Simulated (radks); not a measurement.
All-electron atom: neutral caesium in [Xe] 6s1. Method: non-relativistic Kohn-Sham, r2SCAN, spin-polarised, spherical densities, point nucleus; open shells are filled with parallel spins first (spin-orbit coupling, left out, can overturn this in heavy ions); meta-GGA in the generalised Kohn-Sham scheme; relativity is left out, which matters for an element this heavy; computed with a radial shooting solver on a logarithmic mesh with Libxc functionals.

Unscreened Slater integrals over Kohn-Sham orbitals (cm^-1). They are taken over the spin-up orbitals.

integral    value
F0(6s,6s)   33570
F0(6s,5p)   42144
G1(6s,5p)  2336.2
F0(6s,5s)   42559
G0(6s,5s)  1279.2
F0(6s,4d)   43993
G2(6s,4d)  717.84
F0(5p,5p)   94032
F2(5p,5p)   50482
F0(5p,5s)  100320
G1(5p,5s)   67922
F0(5p,4d)  118550
F2(5p,4d)   31707
G1(5p,4d)  8887.4
G3(5p,4d)  8533.9
F0(5s,5s)  108310
F0(5s,4d)  133640
G2(5s,4d)   13195
F0(4d,4d)  237880
F2(4d,4d)  121230
F4(4d,4d)   80887
